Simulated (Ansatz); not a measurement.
Br₃Sb, SMILES [Br][Sb-]([Br])[Br], charge -1, multiplicity 2.

Geometry optimised at r2SCAN-D4/def2-SVPD. The def2 effective core potentials stand for the cores of Sb; spin–orbit coupling is left out.

Two levels are set side by side: PBE/def2-TZVPD (Ansatz, a quantum-chemistry and plane-wave program) and PBE0/def2-TZVPD (Ansatz). Energy differences of separate SCF runs at the same geometry; the states with an electron removed or added have multiplicity 1. Differences are taken from unrounded values.

| quantity | PBE0 | PBE | PBE minus PBE0 |
|---|---|---|---|
| vertical ionisation energy (eV) | 3.85 | 3.43 | -0.42 |
